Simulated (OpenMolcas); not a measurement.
## Au3+: moving the ligands

Au3+ with its 6 nearest fluoride ions at 2.082 Å, on the Ga site of K2NaGaF6 (a = 8.246 Å, distance in the model lattice 1.938 Å). The rest of the host is ab initio model potentials to 7.6 Å, with orthogonalisation functions on the cations behind the ligands, and point charges beyond; the distance is set by hand and nothing relaxes. Ligand basis ANO-RCC-VDZP.

```json
{
 "Program": "OpenMolcas",
 "Method": "CASSCF",
 "Basis": "ANO-RCC-VTZP [8s7p5d3f1g]",
 "Scalar Hamiltonian": "DKH2, point nucleus",
 "Active space": "8 electrons in 5 orbitals (5d)",
 "State averaging": "2S+1 = 3 even, 10 roots; 2S+1 = 1 even, 15 roots",
 "Spin-orbit coupling": "RASSI with atomic mean-field integrals over the reference wave functions"
}
```

Runs around this geometry, states (labels of O, the rotations of Oh). Energies in cm-1 above the lowest state or level, χT in cm3 K/mol; 10Dq and B are least-squares fits to the states below 45000 cm-1, weighted by degeneracy, with a free offset, and given where the rms deviation is under 5 % of |10Dq| (or 100 cm-1) and under 700 cm-1.

| R (Å) | Ground state | First state of that spin | 10Dq | B (rms of fit) | First gap with spin-orbit (degeneracies) | χT at 300 K | First state of another spin |
| --- | --- | --- | --- | --- | --- | --- | --- |
| 1.938 | 3A2 | 3T2 29544 | 28849 | 817 (222) | 11264 (3, 2) | 1.392 | 1E 12139 |
| 2.082 | 3A2 | 3T2 21707 | 21192 | 814 (166) | 10470 (3, 2) | 1.525 | 1E 11923 |
| 2.16 | 3A2 | 3T2 18667 | 18329 | 825 (158) | 9931 (3, 2) | 1.593 | 1E 11763 |

Taking |10Dq| as R^-n, n = -ln(18329 / 28849) / ln(2.16 / 1.938) = 4.2 between the shortest and longest distance. The point-charge formula for a cubic d site gives n = 5.

Without dynamic correlation the repulsion within the d shell is too large (B by tens of per cent), so at a given field states of lower spin stand too high. Real 4d8 and 5d8 ions are as a rule square planar and diamagnetic. With metal d orbitals alone the field can be off either way by tens of per cent. Ligand-to-metal charge-transfer states are missing. With no ligand orbital active B as a rule stays too high, so bands that hang on it stand too high and its fall with covalency is understated. The least metal-like active orbital is 75 % on the metal (Löwdin) and no ligand orbital is active, so the numbers are rough (holds for R = 1.938). The least metal-like active orbital is 76 % on the metal (Löwdin) and no ligand orbital is active, so the numbers are rough (holds for R = 2.082; R = 2.16). No measured value stands beside these numbers; the geometry was set by hand and not optimised.
